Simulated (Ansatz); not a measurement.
C₃H₈GaS, SMILES `C[CH](C)[Ga][SH]` radical, 13 atoms. Total charge 0; spin multiplicity 2. Correlated methods include outer-core shells of Ga, which these sets cover unevenly. Scalar relativity is left out up to krypton. Hardware: A = 2 threads of an AMD EPYC 7R13 on a shared host and a share of an NVIDIA H100 80 GB; B = 2 threads of an AMD EPYC 7R13 on a shared host. Correlated methods freeze the cores. Open-shell runs search over several starts.

**Question.** How many basis functions does each run have, and how long does it take in Ansatz? UHF-CCSD(T)/def2-SVP energy [A]; UKS B97M-V/def2-TZVPP energy [A]; UKS BLYP-D4/def2-TZVPP energy [A]; UKS PBE0-D4/def2-TZVP relaxation (15 steps) [A]; UKS PBE0-D4/def2-QZVPP energy [A]; UKS ωB97M-V/def2-QZVPP energy [A]; direct RPA on PBE orbitals/def2-TZVPP energy [A]; UKS ωB97M-V/def2-SVP energy [B]; UKS PBE0-D4/def2-TZVP frequencies [A]; UKS B2PLYP (frozen core)/def2-TZVPP energy [A]; UKS LC-ωPBE/def2-TZVPP energy [A]; UHF-CCSD(T)/def2-TZVPP energy [A]. (Estimate.)

**Answer.** Ansatz gave: Other jobs shared the machine, so times are rough.

| level | job | functions | wall time | peak host memory (GiB) |
| --- | --- | --- | --- | --- |
| UKS BLYP-D4/def2-TZVPP | energy [A] | 295 | 2.7 s | 0.91 |
| UKS LC-ωPBE/def2-TZVPP | energy [A] | 295 | 4.7 s | 0.94 |
| UKS B97M-V/def2-TZVPP | energy [A] | 295 | 5.5 s | 1.1 |
| UHF-CCSD(T)/def2-SVP | energy [A] | 132 | 5.5 s | 0.83 |
| UKS B2PLYP (frozen core)/def2-TZVPP | energy [A] | 295 | 6 s | 1.4 |
| direct RPA on PBE orbitals/def2-TZVPP | energy [A] | 295 | 12 s | 1.4 |
| UKS PBE0-D4/def2-QZVPP | energy [A] | 570 | 15 s | 1.3 |
| UKS ωB97M-V/def2-SVP | energy [B] | 132 | 17 s | 0.83 |
| UKS ωB97M-V/def2-QZVPP | energy [A] | 570 | 22 s | 1.5 |
| UKS PBE0-D4/def2-TZVP | relaxation (15 steps) [A] | 226 | 35 s | 0.97 |
| UHF-CCSD(T)/def2-TZVPP | energy [A] | 295 | 45 s | 1.4 |
| UKS PBE0-D4/def2-TZVP | frequencies [A] | 226 | 5.5 min | 0.97 |

LC-ωPBE has ω = 0.4 bohr⁻¹.
